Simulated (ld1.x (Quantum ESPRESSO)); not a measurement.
rubidium: one change to a TM semilocal potential, before and after

```json
{
  "Element": "Rb (Z = 37)",
  "Generator": "ld1.x (Quantum ESPRESSO) 7.5",
  "Type": "norm-conserving Troullier–Martins (semilocal form)",
  "Functional": "LDA (PZ)",
  "Relativity": "scalar-relativistic",
  "Frozen core": "[Kr]",
  "Valence charge": "1",
  "Reference configuration": "4d1 5s0 5p0",
  "Partial waves": "5s (bound, empty): rc 3.25 bohr; 4d (bound): rc 4.20 bohr; 5p (bound, empty): rc 4.00 bohr",
  "Local potential": "the p channel",
  "Core correction": "Bessel-smoothed model core, default radius (core density twice the valence density)"
}
```

Change: core correction none.

Cutoffs: the cutoffs (Ry, on a coarse ladder) from which the occupation-weighted sum of valence levels, in a spherical-Bessel basis at the reference potential, stays within 10 and 1 mRy of its value at 400 Ry; they do not see the model core or the augmentation charge, which bear on the density cutoff. Errors are all-electron minus pseudo energies relative to the spin-unpolarised reference configuration.

**Question.** How do hardness, ghosts and transferability respond?

**Answer.** Both files are so soft that the ladder of cutoffs tells neither apart; of the 6 tests that both files solve, the error grows in 6 and shrinks in 0 by more than 15 % and 0.3 meV (median size 2.2 → 40.8 meV); neither file shows a bound ghost. Exchange and correlation are not linear in the density, so unscreening with the valence charge alone errs where core and valence overlap; a model core restores that term. The default core radius of the base comes out at 3.63 bohr. A semilocal file is local in each channel, so a ghost entry of none says nothing of the separable form that plane-wave codes build from it.

| quantity | base | changed |
| --- | --- | --- |
| cutoff, loose | 6 Ry | 6 Ry |
| cutoff, tight | 8 Ry | 8 Ry |
| bound ghosts | none | none |
| error for 4d0 5s1 5p0, meV [ΔE -2.32 eV] | -2.9 | +42 |
| error for 4d0 5s0.5 5p0, meV [ΔE -0.66 eV] | +2.1 | +23 |
| error for 4d0 5s0 5p1, meV [ΔE -0.70 eV] | -2.2 | +50 |
| error for 4d0.5 5s0.5 5p0, meV [ΔE -1.16 eV] | -0.4 | +12 |
| error for 4d1 5s0 5p0 (spin-polarised), meV [ΔE -0.06 eV] | +1.1 | +40 |
| error for 4d0 5s1 5p0 (spin-polarised), meV [ΔE -2.44 eV] | -2.6 | +92 |
| s: phases at 4.57 bohr within 0.05 rad from the reference energy up to (Ry; the scan ends near 5) | 0.7 | 0.7 |
| p: phases at 4.57 bohr within 0.05 rad from the reference energy up to (Ry; the scan ends near 5) | 0.1 | 0.1 |
| d: phases at 4.57 bohr within 0.05 rad from the reference energy up to (Ry; the scan ends near 5) | 0.6 | 0.6 |
